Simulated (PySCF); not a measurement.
# Constants of SnN, step by step

State: ²Π, doublet, unpaired electrons π ↑. De refers to Sn + N. ROHF-based CCSD(T) in PySCF 2.14 with Sn cc-pwCVDZ-PP with ECP28, N aug-cc-pVDZ and Sn cc-pwCVTZ-PP with ECP28, N aug-cc-pVTZ (frozen core orbitals: 5; scalar-relativistic core potentials). Correlation energies are extrapolated as n⁻³ (n = 2, 3), Hartree–Fock as (n+1)·exp(−9√n).

```
      Level  Re (Å)  ωe (cm⁻¹)  ωexe (cm⁻¹)  αe (cm⁻¹)  De (eV)
 CCSD(T)/DZ  1.9890      642.9         4.51    0.00283    2.250
 CCSD(T)/TZ  1.9657      680.6         4.33    0.00264    2.599
     HF/CBS  1.9026      838.2         3.09    0.00197   -0.582
    MP2/CBS  1.9516      701.7         4.08    0.00253    2.771
   CCSD/CBS  1.9381      737.1          n/a    0.00239    2.279
CCSD(T)/CBS  1.9600      689.8         4.24    0.00260    2.722
```

Q: How much is left between CCSD(T)/TZ and the basis-set limit, and how much do the triples give at the limit?

A: CCSD(T)/CBS less CCSD(T)/TZ: -5.7 mÅ in Re, +9.2 cm⁻¹ in ωe and +0.123 eV in De. CCSD(T)/CBS less CCSD/CBS: +21.9 mÅ in Re, -47.3 cm⁻¹ in ωe and +0.443 eV in De.

The T1 diagnostic is 0.035, large enough to doubt a single reference. The state was picked by a PBE0 search and need not be the measured ground state. Spin–orbit coupling, excitations beyond (T) and corrections to the Born–Oppenheimer picture are left out, and spin–orbit coupling matters for open p, d or f shells this heavy.

The whole job (state search and all basis sets along the bond) took about 38 min on 4 threads of Arm Neoverse V2 (shared host), peak memory 11 GiB.
